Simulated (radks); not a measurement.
Values are calculated unless marked as measured or tabulated.
Neutral tantalum inside a hard spherical wall (all orbitals vanish at R), configuration held at [Xe] 4f14 5d3 6s2 and not refilled when levels cross. Level of theory: scalar-relativistic Kohn-Sham, LDA (Slater exchange, Perdew-Wang correlation), spin-unpolarised, spherical densities, finite nucleus; Fermi nuclear charge, rms radius 5.3507 fm (a radial shooting solver on a logarithmic mesh with Libxc functionals). Eigenvalues in eV, with the zero of energy where the potential of the charges vanishes at infinity; a dash marks a level that is unbound or too diffuse for the functional's potential to be trusted. A positive occupied level is held by the wall or, in an anion where self-interaction has pushed it up, behind a barrier. The pressure on the wall is -dE/dV.

| R (bohr) | E (hartree) | kinetic (hartree) | e(5p) | e(4f) | e(6s) | e(5d) | e(6p, empty) | e(7s, empty) | pressure (GPa) |
|---|---|---|---|---|---|---|---|---|---|
| free | -15593.0783 | 17122.239 | -39.566 | -24.935 | -5.611 | -3.784 | -1.478 | -0.061 | 0 |
| 15 | -15593.0783 | 17122.239 | -39.566 | -24.934 | -5.611 | -3.784 | -1.474 | 0.278 | < 0.0001 |
| 12 | -15593.0782 | 17122.240 | -39.560 | -24.929 | -5.606 | -3.779 | -1.444 | 0.797 | 0.000940 |
| 6 | -15593.0191 | 17122.607 | -37.887 | -23.185 | -4.091 | -2.293 | 1.434 | 12.834 | 4.51 |
| 5 | -15592.8845 | 17123.242 | -35.845 | -20.998 | -1.744 | -0.379 | 5.129 | 24.279 | 21.8 |
| 4 | -15592.4058 | 17125.157 | -31.607 | -16.293 | 4.867 | 4.086 | 14.823 | 50.633 | 128 |
| 1.5 | -15530.4545 | 17327.907 | 113.16 | 111.01 | 405.12 | 188.95 | 466.09 | 922.32 | 182000 |
